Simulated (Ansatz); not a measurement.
Cl3HO2W (`[O]=[W]([OH])([Cl])([Cl])[Cl]`) at its PBE0-D4/def2-TZVP geometry, where that method's forces vanish. Charge 0, multiplicity 1. W takes the def2 core potential.

```xyz
7

O     1.8884   -0.4311    0.0538
W     0.3252    0.1504   -0.0537
O    -0.6415   -1.3751    0.4173
Cl   -0.2577    1.0213    1.9965
Cl    0.6938    2.3260   -0.6908
Cl   -0.4176   -0.1806   -2.2085
H    -1.5906   -1.5109    0.4853
```

**Question.** What forces (eV/Å) does PBE-D4/def2-TZVPP give on these atoms in Ansatz? (Estimate.)

**Answer.** The calculation gave: 
```
O1   1.302 -0.495  0.093
W2  -0.845  0.708 -0.171
O3   0.094 -0.552  0.157
Cl4 -0.079  0.117  0.315
Cl5  0.076  0.340 -0.100
Cl6 -0.103 -0.065 -0.323
H7  -0.445 -0.054  0.029
```
